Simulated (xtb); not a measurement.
Harmonic IR lines of one isomer of C2H3B, unscaled. All values below come from GFN2-xTB run with xtb 6.7.1.

```
wavenumber (cm⁻¹)  relative intensity
-----------------  ------------------
282                               3.3
567                               100
911                                21
1176                              4.5
1975                               33
2878                               85
2994                               42
3004                               34
```

### Question
Say which structure gives these lines.
A. `B1C=C1`
B. `BC#C`
C. `B=C=C`

### Answer
C, `B=C=C`
